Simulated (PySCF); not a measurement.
Species: C3H7BF2OSi.
Geometry (PBE0-D3(BJ)/def2-SVP, Å), atoms numbered from 1 in this order:
```xyz
15
C3H7BF2OSi angstrom
F      3.1690    0.5890    1.4434
B      2.3654   -0.1429    0.6933
F      2.8069   -1.3431    0.3545
C      0.9371    0.3416    0.2984
C      0.4100   -0.1648   -1.0485
O     -0.9970   -0.0312   -1.0779
Si    -1.6824   -0.0950    0.4545
C     -0.0406   -0.1781    1.3936
H      0.9030    1.4441    0.3075
H      0.6928   -1.2242   -1.1962
H      0.8385    0.4103   -1.8850
H     -2.4906    1.1302    0.7213
H     -2.5425   -1.3008    0.6342
H      0.1745   -1.2272    1.6624
H      0.0087    0.4192    2.3155
```

Level of theory: PySCF, TDDFT wB97X-D/def2-SVPD, vertical, gas phase, core orbitals frozen in the response.

Frontier orbitals with the atoms that hold most of them (Löwdin shares over 4%, at most four atoms; ? is withheld):

```csv
orbital,ε (eV),atoms
HOMO-3,-11.62,"Si7 20%, H13 14%, C8 12%, H12 11%"
HOMO-2,-11.11,"O6 50%, C4 14%, C5 14%, Si7 6%"
HOMO-1,-10.62,"C8 31%, Si7 20%, C4 14%, B2 7%"
HOMO,?,?
LUMO,1.58,?
LUMO+1,1.78,"B2 38%, Si7 15%, C8 7%, H15 5%"
LUMO+2,2.26,"Si7 27%, B2 12%, O6 10%, H13 9%"
```

Give the leading atoms of the HOMO.

O6 (bonded to C and Si) 50%; C5 (bonded to C, O and 2 H) 11%; Si7 (bonded to C, O and 2 H) 11%; H12 (bonded to Si) 7%.

Give the leading atoms of the LUMO.

B2 (bonded to C and 2 F) 25%; Si7 (bonded to C, O and 2 H) 17%; F1 (bonded to B) 9%; F3 (bonded to B) 9%. By element: boron 25%, fluorine 18%, silicon 17%.

What is the HOMO energy, and the HOMO–LUMO gap?

ε(HOMO) = -9.98 eV; the gap is 11.55 eV (0.4246 hartree).

How does S1 compare with the orbital gap of 11.55 eV?

S1 is at 7.13 eV (f = 0.0066), 4.42 eV below the gap, made of HOMO→LUMO (66%), HOMO→LUMO+2 (26%). Without the coupling terms of the response equations the lowest excitation would equal the gap.

Next come S2 at 7.59 eV (f 0.122), HOMO-1→LUMO (62%), HOMO→LUMO+2 (16%); S3 at 7.74 eV (f 0.031), HOMO→LUMO+1 (52%), HOMO-1→LUMO (11%), HOMO→LUMO+2 (10%); S4 at 7.91 eV (f 0.027), HOMO→LUMO+2 (37%), HOMO→LUMO (21%), HOMO→LUMO+1 (12%); S5 at 8.13 eV (f 0.0006), HOMO-1→LUMO+2 (64%), HOMO-2→LUMO (18%).

Löwdin shares depend on the basis, the more so with diffuse functions.

Hardware: Arm Neoverse N1, one thread, shared host with 64 logical CPUs at a one-minute load of 55. Cost: 8.9 min wall, 1.0 GiB resident at most.

One conformer stands for the species.
